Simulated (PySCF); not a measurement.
Level of theory: PySCF with TPSSh-D3(BJ)/def2-TZVP // TPSS-D3(BJ)/def2-SVP. Isolated molecules, 0 K electronic values unless said otherwise. 

Reference species: [Zn(F)(Br)] (neutral, multiplicity 1).

* **coordination number**: 2
* **HOMO–LUMO gap**: 5.87 eV

Changed species: [Zn(Br)2] (2 of 2 F replaced by Br; the reference has 1 of 2 F replaced by Br).

Problem. Give the shifts of the coordination number and HOMO–LUMO gap.

Solution. the coordination number hardly moves; the HOMO–LUMO gap decreases by 0.19 eV, to 5.68 eV.
